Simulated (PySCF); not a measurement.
# UHF on Be (beryllium, neutral)

Configuration: [He] 2p2, high-spin 3P determinant (an excited configuration). Calculation: PySCF 2.14, in aug-pcseg-2 (5s3p2d, 24 functions); no relativity, point nucleus.

```json
{"Total energy": "-14.330183 hartree", "One-electron energy": "-18.6177 hartree", "Hartree (Coulomb) energy": "6.9106 hartree", "Exchange energy": "-2.6231 hartree", "Kinetic energy": "14.33694 hartree", "⟨S²⟩": "2.0000", "⟨L²⟩": "2.000", "Sum of ⟨r⟩": "6.880 bohr", "Sum of ⟨r²⟩": "23.43 bohr²", "Traceless quadrupole moment −½Σ⟨3z² − r²⟩ along its main axis": "4.59 e·bohr²", "Density at the nucleus (Gaussians lack the cusp)": "33.1 bohr⁻³", "Spin density at the nucleus": "-0.0471 bohr⁻³", "Langevin diamagnetic susceptibility": "-18.6 ×10⁻⁶ cm³/mol"}
```

| shell | electrons | mean orbital energy (hartree) | rms radius, mean of both spins (bohr) |
| --- | --- | --- | --- |
| 1s α | 1 | -4.80773 | 0.487 |
| 1s β | 1 | -4.79083 | 0.487 |
| 2p α | 2 | -0.22204 | 3.39 |

Spin-orbit constants ζ (cm⁻¹) from the X2C one-electron operator on these orbitals (non-relativistic here): bare nucleus, nucleus screened by l(l+1)(2l+1)/3 electrons, and screened by the Breit-Pauli mean field of the electrons.

```json
{"shell": "2p", "bare": "7.534", "screened nucleus": "3.767", "mean field": "2.413"}
```

To first order the Landé constant is A = 1.206 cm⁻¹, so the lowest level has J = 0 and lies 0.000299 eV below the centre of the term. This holds in LS coupling only.
